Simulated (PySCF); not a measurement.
## Two-component Hartree-Fock for Au³⁵⁺ (gold, charge +35)

Start: [Kr] 4d8; 4d3/2 filled at m_j = -3/2, -1/2, +1/2, +3/2; 4d5/2 filled at m_j = -1/2, +1/2, +3/2, +5/2. Calculated with PySCF 2.14 in an even-tempered Gaussian basis (17 s from 3.7 bohr⁻², ratio 2.8; 14 p from 4.8 bohr⁻², ratio 2.8; 9 d from 4.8 bohr⁻², ratio 2.8; 3 f from 22 bohr⁻², ratio 3): generalised Hartree-Fock with the X2C-1e Hamiltonian and a Gaussian nucleus; one run each with spin-orbit coupling (SO) switched off, then screened by Boettger's factors.

```tsv
spinor shell	electrons	ε, spin-free (eV)	ε, screened SO (eV)	weight of nominal j (screened SO)	rms radius, screened SO (bohr)
1s1/2	2	-82594.9	-82563.4	1.000	0.0190
2s1/2	2	-15901.4	-15891.1	1.000	0.0769
2p1/2	2	-13951.7	-15273.8	1.000	0.0651
2p3/2	4	-13951.7	-13431.8	1.000	0.0731
3s1/2	2	-4894.3	-4890.8	1.000	0.195
3p1/2	2	-4318.5	-4616.9	1.000	0.187
3p3/2	4	-4318.5	-4198.3	1.000	0.202
3d3/2	4	-3699.0	-3752.4	1.000	0.177
3d5/2	6	-3699.0	-3660.5	1.000	0.181
4s1/2	2	-2054.8	-2053.6	1.000	0.405
4p1/2	2	-1840.4	-1933.3	0.999	0.407
4p3/2	4	-1840.4	-1801.9	1.000	0.436
4d3/2	4	-1598.6	-1613.0	0.992	0.425
4d5/2	4	-1598.6	-1587.5	0.995	0.433
```

```
   quantity     spin-free   screened SO
E (hartree)  -18313.12081  -18343.34128
        M_J             4             4
       ⟨J²⟩        20.001        20.001
       ⟨L²⟩        12.001        13.095
       ⟨S²⟩         2.000         1.866
```

Each row is a mean over spinors that exchange with the open shell spreads, by up to 22.493 eV (4p3/2).

Breit and QED terms are absent; they matter most for the inner s and p1/2 levels.

Densities and radii are taken from the X2C orbitals without a picture-change correction, which distorts them close to the nucleus.

Without spin-orbit coupling the j labels of p, d and f shells carry no meaning; the spin-free column gives the mean over the occupied spinors of each nl shell.
